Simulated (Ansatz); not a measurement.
Abridged output of a molecular run in Ansatz:

```
Functional definition: HF
1018 factors; integrals over basis functions are off by at most 1.1e-3 eV
mean field evaluation 1: about -5935.9995 eV, gradient 3.5e1 eV
mean field evaluation 2: about -5936.0036 eV, gradient 3.5e1 eV
mean field evaluation 4: about -5938.6094 eV, gradient 3.5e0 eV
mean field evaluation 8: about -5938.6489 eV, gradient 2.3e-4 eV
mean field -5938.64891329 eV, -218.2413222027 hartree, gradient 1.9e-6 eV, S^2 0.000000; 0 other end points of the search recorded, 0 dependent functions left out
4 core orbitals not correlated: weight in the atoms' cores, before any rotation towards them, 1.000 or more for the frozen orbitals, at most 0.000 for the correlated occupied ones
reference -5938.64891329 eV, -218.2413222027 hartree; 11, 11 occupied and 151, 151 virtual orbitals, 1018 factors
second order -19.39267002 eV of doubles, -0.00000000 eV of singles
cycle   1  -19.35545155 eV  change    3.7e-2 eV  update   9.3e-2
cycle   2  -19.80167744 eV  change   -4.5e-1 eV  update   2.7e-2
cycle   3  -19.90649196 eV  change   -1.0e-1 eV  update   1.5e-2
cycle   4  -19.89389853 eV  change    1.3e-2 eV  update   4.3e-3
cycle   5  -19.89160449 eV  change    2.3e-3 eV  update   2.2e-3
cycle   6  -19.89300219 eV  change   -1.4e-3 eV  update   7.7e-4
cycle   7  -19.89257477 eV  change    4.3e-4 eV  update   2.6e-4
cycle   8  -19.89240893 eV  change    1.7e-4 eV  update   8.3e-5
cycle   9  -19.89243626 eV  change   -2.7e-5 eV  update   3.6e-5
cycle  10  -19.89244591 eV  change   -9.7e-6 eV  update   1.3e-5
perturbative correction -0.77545936 eV, -0.0284976057 hartree
Total energy: -5959.31681855 eV, -219.0008537118 hartree
```

Its atoms:

Z-matrix (Å, degrees):
```
C
B 1 1.547
N 1 1.420 2 54.1
F 1 1.383 2 120.0 3 100.9
H 1 1.087 2 128.9 3 -100.7
H 2 1.181 1 157.1 3 -176.7
H 3 1.006 1 135.8 2 178.6
```

Problem. Which basis set was used?
A. cc-pV(Q+d)Z
B. def2-TZVPPD
C. def2-QZVPP
D. def2-TZVPP

Solution. D. It gives 166 functions.

Problem. Write the keys of the input that set method, charge and spin (a neutral closed shell needs none for the last two).

Solution. 
```yaml
correlation: {method: ccsd_t}
```
